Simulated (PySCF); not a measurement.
Sn(H)2(Me)2 (C₂H₈Sn), SMILES [CH3][SnH2][CH3]. Atoms are numbered in the order given.

```xyz
11

Sn     0.0000     0.0000    -0.3107
C      1.7770     0.0000     0.9370
C     -1.7770     0.0000     0.9370
H      0.0000    -1.4015    -1.3196
H      0.0000     1.4015    -1.3196
H      1.7844     0.8950     1.5761
H      2.6820     0.0000     0.3125
H      1.7844    -0.8950     1.5761
H     -2.6820     0.0000     0.3125
H     -1.7844     0.8950     1.5761
H     -1.7844    -0.8950     1.5761
```

Geometry optimised at B3LYP-D3(BJ)/def2-SVP. The def2 effective core potentials stand for the cores of Sn; spin–orbit coupling is left out.

These are PBE0/def2-TZVP (PySCF) values and carry that method's errors.

ESP charges are fitted to the potential on shells at 1.4 to 2.0 van der Waals radii. Atomic charges (e):

```json
[
 {"atom": "Sn1", "ESP fit": "0.77", "Mulliken": "0.58", "Löwdin": "0.48"},
 {"atom": "C2", "ESP fit": "-0.73", "Mulliken": "-0.65", "Löwdin": "-0.54"},
 {"atom": "C3", "ESP fit": "-0.73", "Mulliken": "-0.65", "Löwdin": "-0.54"},
 {"atom": "H4", "ESP fit": "-0.19", "Mulliken": "-0.07", "Löwdin": "-0.06"},
 {"atom": "H5", "ESP fit": "-0.19", "Mulliken": "-0.07", "Löwdin": "-0.06"},
 {"atom": "H6", "ESP fit": "0.18", "Mulliken": "0.14", "Löwdin": "0.12"},
 {"atom": "H7", "ESP fit": "0.17", "Mulliken": "0.15", "Löwdin": "0.12"},
 {"atom": "H8", "ESP fit": "0.18", "Mulliken": "0.14", "Löwdin": "0.12"},
 {"atom": "H9", "ESP fit": "0.17", "Mulliken": "0.15", "Löwdin": "0.12"},
 {"atom": "H10", "ESP fit": "0.18", "Mulliken": "0.14", "Löwdin": "0.12"},
 {"atom": "H11", "ESP fit": "0.18", "Mulliken": "0.14", "Löwdin": "0.12"}
]
```
